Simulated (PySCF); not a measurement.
Isomers of C4H5B, mass 64.048 u with the commonest isotopes. Theory: PBE0-D3(BJ)/def2-SVP geometry optimisation, gas phase (PySCF). One conformer each, none proved a minimum here; rigid rotors.

Question: Order these by radius of gyration √(Σ m r²/M), largest first.
A. `B/C=C\C#C`
B. `BC(=C)C#C`
C. `[CH:1]#[C:2][BH:3][CH:4]=[CH2:5]` with C2–B3–C4–C5 -1°
D. `BC#CC=C`

Answer: D (1.936 Å), C (1.757 Å), A (1.715 Å), B (1.660 Å).

Question: Order these by rotational constant C, largest first.
A. `[CH:1]#[C:2][BH:3][CH:4]=[CH2:5]` with C2–B3–C4–C5 -1°
B. `BC(=C)C#C`
C. `B/C=C\C#C`
D. `BC#CC=C`

Answer: B (2864 MHz), C (2682 MHz), A (2557 MHz), D (2105 MHz).

Question: Order these by dipole moment, largest first.
A. `BC#CC=C`
B. `BC(=C)C#C`
C. `C(#C)/C=C\B`

Answer: A (2.36 D), C (1.40 D), B (1.17 D).

```csv
SMILES,point group,Ia (u·Å²),Ib (u·Å²),Ic (u·Å²),κ,μa (D),μb (D),μc (D)
B/C=C\C#C,Cs,39.57,148.89,188.46,-0.86,0.99,1.00,0.00
BC(=C)C#C,Cs,49.39,127.10,176.49,-0.70,0.18,1.16,0.00
BC#CC=C,Cs,13.99,226.08,240.07,-0.99,2.36,0.02,0.00
C#CBC=C,Cs,39.50,158.13,197.63,-0.88,0.33,1.30,0.00
```
